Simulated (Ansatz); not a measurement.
C₂H₆AlClSi (`C=[C](Cl)[AlH][SiH3]`), relaxed with RKS PBE0-D4/def2-TZVP in Ansatz 0.2.0 from a PBE-D4/def2-SVP geometry. The force threshold is 0.005 eV/Å; the program also tests the step.

The species carries charge 0 and has multiplicity 1.

Start:

```xyz
11

C     1.074    1.681    0.436
C     0.329    0.968    1.311
Cl    0.202    1.531    2.983
Al   -0.659   -0.670    0.843
Si   -0.558   -1.391   -1.508
H     1.608    2.605    0.714
H     1.162    1.336   -0.608
H    -1.500   -1.432    1.968
H    -0.619   -2.892   -1.656
H    -1.731   -0.824   -2.276
H     0.692   -0.913   -2.207
```

**Question.** How much energy does the relaxation release, and in how many steps? (An estimate is asked.)

**Answer.** The calculation gave: 1.04 kcal/mol, in 22 steps, 1 of them rejected.

**Question.** Which bonds change most? (Best estimate.)

**Answer.** Ansatz gave: Si5–H10 from 1.512 to 1.492 Å; C1–C2 from 1.352 to 1.332 Å; C2–Cl3 from 1.769 to 1.749 Å; Si5–H11 from 1.510 to 1.491 Å.

**Question.** Give the relaxed structure. (Estimate.)

**Answer.** The calculation gave: 
```xyz
11

C     1.156    1.590    0.475
C     0.339    0.960    1.318
Cl    0.239    1.529    2.969
Al   -0.756   -0.573    0.800
Si   -0.588   -1.348   -1.524
H     1.765    2.443    0.762
H     1.229    1.248   -0.553
H    -1.701   -1.253    1.874
H    -0.151   -2.773   -1.580
H    -1.911   -1.268   -2.208
H     0.380   -0.553   -2.332
```
